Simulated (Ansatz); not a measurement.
Stretching the Mg1–H2 bond in CH4Mg (SMILES [CH3][MgH]) (multiplicity 1 held, fragments rigid). Energies count from the point at 1.704 Å.
Geometry at that point (charge 0, multiplicity 1):
```xyz
6

Mg    -0.7281    -0.3887    -0.1075
H     -2.2191    -1.1847    -0.3276
C      1.0992     0.5868     0.1623
H      1.5719     0.3075     1.1086
H      0.9807     1.6744     0.1704
H      1.8086     0.3464    -0.6351
```

R- and RO- levels are restricted; in cc, def2 and unpolarised 6-31G sets they are followed outwards from rest. Active spaces are followed from a long bond inwards. Levels need not reach the same state.

Correlated levels freeze the cores.

Run with Ansatz (a quantum-chemistry and plane-wave program) with Gaussian orbitals. 

Energies in kcal/mol.

```tsv
R (Å)	R-HF/def2-TZVPPD	R-PBE/def2-TZVPPD	R-MP2/def2-TZVPPD	FIC-NEVPT4(SD) on CASSCF(2,2)/def2-TZVPPD	FIC-MRCISD+Q on CASSCF(2,2)/def2-TZVPPD
1.364	20.9	20.2	20.3	20.4	20.4
1.534	4.4	4.4	4.1	4.3	4.2
1.704	0.0	0.0	0.0	0.0	0.0
1.875	2.4	1.9	2.5	2.2	2.3
2.045	8.6	7.2	8.6	7.9	8.0
2.301	20.9	17.7	20.6	18.9	19.1
2.557	34.4	29.0	33.6	30.5	30.8
2.983	55.8	46.0	53.4	47.1	47.6
3.409	74.2	59.6	69.7	58.7	59.3
3.920	92.2	71.3	84.4	66.4	67.0
4.602	110.2	81.1	96.6	70.0	70.7
5.454	125.9	87.4	101.8	71.0	71.7
```

Doubts at one or more of the structures used: a restricted determinant that unrestricted orbitals would lower (R-HF/def2-TZVPPD, R-PBE/def2-TZVPPD, R-MP2/def2-TZVPPD).
